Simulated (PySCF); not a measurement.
**Excitation energy of Hf by level of theory**

Hf [Xe] 4f14 5d2 6s2 (3F) → Hf [Xe] 4f14 5d4 (5D), as a difference of total energies. All numbers are calculated (PySCF 2.14, a scalar-relativistic core potential, in def2-TZVPPD with the def2 core potential (60 electrons) (6s5p3d2f1g, 59 functions)). Correlated levels: valence: 5s2 5p6 frozen; valence and next inner shell: nothing frozen outside the core potential. The calculations carry no spin-orbit coupling.

```tsv
method	excitation energy (eV)
UHF	4.465
LDA	4.244
PBE	4.131
PBE0	4.197
r2SCAN	4.202
wB97X-V	4.774
revPBE	4.079
PBEsol	4.051
CAM-B3LYP	4.767
MP2 (valence)	4.797
SCS-MP2 (valence)	5.433
MP2 (valence and next inner shell)	4.903
SCS-MP2 (valence and next inner shell)	5.448
```

**Question.** How much does correlation contribute at MP2 (valence and next inner shell)?

**Answer.** 4.903 − (4.465) = 0.438 eV, measured against UHF.
